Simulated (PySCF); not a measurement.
A structure optimised at B3LYP-D3(BJ)/def2-SVP, used in a PySCF frequency run:

```xyz
10

Al     0.4590    -0.5343     0.0000
H      2.0425    -0.5166     0.0000
C     -0.5654     1.1208     0.0000
C      0.0447     2.3198     0.0000
H     -1.6657     1.1353     0.0000
H     -0.5051     3.2705     0.0000
H      1.1386     2.4148     0.0000
N     -0.3681    -2.1068     0.0000
H      0.0989    -3.0091     0.0000
H     -1.3746    -2.2454     0.0000
```
Charge 0, spin multiplicity 1.

Problem. Write its SMILES, formula and point group.

Solution. C=[CH][AlH][NH2], C2H6AlN, Cs

Problem. What are its rotational constants (standard atomic weights)?

Solution. 23.065, 2.7767, 2.4784 GHz
